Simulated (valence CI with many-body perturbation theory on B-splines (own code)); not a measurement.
## E1 transitions of Xe41+

Method: relativistic CI+MBPT: three valence electrons over a frozen Dirac-Fock core [Ne], radial functions for each j: 11 s, 11 p, 10 d, 8 f, 5 g, 2 h, with the one-electron correlation potential Σ1, the two-electron term Σ2, the three-electron term Σ3, Breit, model QED; selected CI, second order for the rest, scaled by the run's own slope (own B-spline code, finite nucleus).

The last digits are not significant, and no measured levels were compared; by estimate large intervals hold to a few tenths of a per cent, small ones and those within an open d or f shell to about a per cent.

Lines 151 to 200 of 569 in falling wavelength, among levels below 1502.8 eV, chosen from the strongest by gf and those to the six lowest levels. Wavelengths and rates use the calculated energies. Electric multipoles are in the length gauge with retardation, E1 and E2 with the static RPA response of the core. Weak lines are less certain than strong ones. Lines between different terms over intervals too small for the method are left out, as are lines whose strength nearly cancels. The highest levels of a list are the least certain.

Levels are named by their leading jj configuration (3d3/2^4 stands for four electrons in 3d with j = 3/2), which in mixed levels can hold well under half, so a name can repeat and another be missing. Letters in brackets count levels of one name in rising energy.

```csv
λ vac (Å),Upper,Lower,A (s⁻¹),S (a.u.) with core polarisation,S without
74.06,(3p3/2 3d3/2 3d5/2) J=3/2 [d],(3p3/2^2 3d3/2) J=1/2,1.75e+11,1.41e-01,1.43e-01
74.02,(3p3/2 3d5/2^2) J=3/2 [b],(3p3/2^2 3d5/2) J=3/2,2.54e+11,2.03e-01,2.07e-01
73.99,(3d3/2 3d5/2^2) J=5/2 [b],(3p3/2 3d3/2 3d5/2) J=7/2 [c],2.93e+10,3.51e-02,3.58e-02
73.92,(3d3/2^2 3d5/2) J=1/2,(3p3/2 3d3/2^2) J=1/2,7.42e+10,2.96e-02,3.01e-02
73.88,(3d3/2 3d5/2^2) J=7/2 [b],(3p3/2 3d5/2^2) J=9/2,2.41e+10,3.83e-02,3.90e-02
73.83,(3p1/2 3d3/2 3d5/2) J=7/2 [b],(3p1/2 3p3/2 3d5/2) J=7/2 [a],3.87e+10,6.15e-02,6.27e-02
73.82,(3p1/2 3d3/2 3d5/2) J=1/2,(3p1/2 3p3/2 3d3/2) J=1/2 [a],8.74e+10,3.47e-02,3.53e-02
73.78,(3p1/2 3d3/2 3d5/2) J=9/2,(3p1/2 3p3/2 3d3/2) J=7/2,5.73e+10,1.14e-01,1.16e-01
73.69,(3d3/2 3d5/2^2) J=3/2 [a],(3p3/2 3d3/2 3d5/2) J=5/2 [b],4.31e+10,3.40e-02,3.46e-02
73.67,(3p3/2 3d5/2^2) J=3/2 [a],(3p3/2^2 3d5/2) J=5/2 [a],1.28e+11,1.01e-01,1.03e-01
73.63,(3d3/2^2 3d5/2) J=5/2 [b],(3p3/2 3d3/2 3d5/2) J=3/2 [a],5.56e+10,6.57e-02,6.69e-02
73.61,(3s 3p3/2 3d5/2) J=1/2,(3s 3p3/2^2) J=1/2,1.42e+11,5.59e-02,5.70e-02
73.50,(3p3/2^2 3d5/2) J=3/2,(3p3/2^3) J=3/2,2.00e+11,1.57e-01,1.60e-01
73.48,(3p1/2 3p3/2 3d5/2) J=3/2 [b],(3p1/2 3p3/2^2) J=1/2,4.19e+10,3.28e-02,3.34e-02
73.48,(3p1/2 3d3/2 3d5/2) J=5/2 [a],(3p1/2 3p3/2 3d3/2) J=5/2 [a],3.76e+10,4.41e-02,4.49e-02
73.46,(3p3/2 3d3/2 3d5/2) J=9/2 [b],(3p3/2^2 3d5/2) J=9/2,7.07e+10,1.38e-01,1.41e-01
73.44,(3s 3d5/2^2) J=5/2,(3s 3p3/2 3d5/2) J=7/2 [a],3.20e+10,3.75e-02,3.82e-02
73.40,(3s 3p1/2 3d3/2) J=1/2,(3s 3p1/2 3p3/2) J=3/2 [a],3.39e+09,1.32e-03,1.35e-03
73.38,(3p3/2 3d3/2 3d5/2) J=9/2 [b],(3p3/2^2 3d3/2) J=7/2,7.35e+10,1.43e-01,1.46e-01
73.20,(3p3/2 3d5/2^2) J=3/2 [b],(3p3/2^2 3d5/2) J=5/2 [b],9.75e+10,7.55e-02,7.69e-02
73.13,(3p3/2 3d5/2^2) J=7/2 [a],(3p3/2^2 3d3/2) J=5/2,6.98e+10,1.08e-01,1.10e-01
73.13,(3p3/2^2 3d5/2) J=7/2,(3s 3p3/2 3d5/2) J=5/2 [b],1.96e+11,3.03e-01,3.09e-01
73.12,(3p1/2 3d3/2 3d5/2) J=3/2 [a],(3p1/2 3p3/2 3d3/2) J=3/2 [a],4.78e+10,3.69e-02,3.76e-02
72.91,(3s 3p1/2 3d3/2) J=3/2 [b],(3s 3p1/2 3p3/2) J=3/2 [a],7.18e+09,5.49e-03,5.59e-03
72.90,(3p3/2 3d3/2 3d5/2) J=7/2 [a],(3s 3d3/2 3d5/2) J=7/2 [b],1.90e+10,2.91e-02,2.97e-02
72.85,(3p3/2 3d5/2^2) J=5/2 [b],(3p3/2^2 3d5/2) J=5/2 [a],1.02e+11,1.16e-01,1.19e-01
72.84,(3p1/2 3d5/2^2) J=5/2,(3p1/2 3p3/2 3d5/2) J=5/2 [a],6.33e+10,7.25e-02,7.38e-02
72.82,(3d3/2^2 3d5/2) J=3/2,(3p3/2 3d3/2^2) J=3/2,6.39e+10,4.87e-02,4.96e-02
72.76,(3s 3d3/2 3d5/2) J=9/2,(3s 3p3/2 3d5/2) J=9/2,1.70e+10,3.24e-02,3.30e-02
72.65,(3s 3d5/2^2) J=5/2,(3s 3p3/2 3d3/2) J=3/2 [b],2.72e+10,3.09e-02,3.14e-02
72.54,(3p3/2 3d3/2 3d5/2) J=3/2 [c],(3p3/2^2 3d3/2) J=3/2 [a],1.38e+11,1.04e-01,1.06e-01
72.52,(3d5/2^3) J=9/2,(3p3/2 3d5/2^2) J=9/2,8.42e+10,1.59e-01,1.61e-01
72.51,(3p1/2 3d5/2^2) J=1/2,(3p1/2 3p3/2 3d5/2) J=3/2 [b],1.06e+11,4.01e-02,4.08e-02
72.48,(3s 3p3/2 3d5/2) J=5/2 [b],(3s 3p3/2^2) J=3/2,1.96e+11,2.21e-01,2.25e-01
72.43,(3p3/2 3d3/2 3d5/2) J=5/2 [c],(3p3/2^2 3d3/2) J=5/2,6.84e+10,7.70e-02,7.84e-02
72.23,(3s 3p1/2 3d5/2) J=5/2 [a],(3s 3p1/2 3p3/2) J=3/2 [a],7.91e+10,8.83e-02,8.99e-02
72.11,(3p1/2 3p3/2 3d5/2) J=5/2 [b],(3p1/2 3p3/2^2) J=5/2,3.41e+10,3.79e-02,3.86e-02
71.97,(3d3/2 3d5/2^2) J=7/2 [a],(3p3/2 3d3/2 3d5/2) J=7/2 [a],4.14e+10,6.09e-02,6.20e-02
71.89,(3s 3d3/2 3d5/2) J=9/2,(3s 3p3/2 3d3/2) J=7/2,1.37e+11,2.52e-01,2.57e-01
71.85,(3d3/2 3d5/2^2) J=3/2 [b],(3p3/2 3d3/2 3d5/2) J=5/2 [d],1.23e+11,9.00e-02,9.17e-02
71.69,(3p3/2 3d3/2 3d5/2) J=7/2 [c],(3s 3d5/2^2) J=5/2,4.77e+10,6.94e-02,7.07e-02
71.67,(3s 3d3/2 3d5/2) J=5/2 [a],(3s 3p3/2 3d3/2) J=3/2 [a],8.88e+10,9.68e-02,9.87e-02
71.59,(3p1/2 3d5/2^2) J=3/2,(3p1/2 3p3/2 3d5/2) J=3/2 [a],6.74e+10,4.88e-02,4.97e-02
71.43,(3s 3d5/2^2) J=7/2,(3s 3p3/2 3d5/2) J=5/2 [a],6.66e+10,9.59e-02,9.78e-02
71.33,(3s 3p1/2 3d5/2) J=5/2 [b],(3s 3p1/2 3p3/2) J=5/2,4.23e+10,4.55e-02,4.64e-02
71.33,(3p3/2 3d3/2 3d5/2) J=1/2 [b],(3p3/2^2 3d3/2) J=3/2 [b],1.74e+11,6.23e-02,6.35e-02
71.30,(3p3/2 3d3/2^2) J=7/2,(3s 3d3/2 3d5/2) J=5/2 [a],1.77e+10,2.53e-02,2.58e-02
71.18,(3d3/2 3d5/2^2) J=1/2,(3p3/2 3d3/2 3d5/2) J=1/2 [a],6.65e+10,2.37e-02,2.41e-02
71.18,(3s 3p3/2 3d5/2) J=3/2 [b],(3s 3p3/2^2) J=1/2,9.88e+10,7.04e-02,7.17e-02
71.07,(3d3/2 3d5/2^2) J=3/2 [a],(3p3/2 3d3/2 3d5/2) J=3/2 [a],3.18e+10,2.26e-02,2.30e-02
```
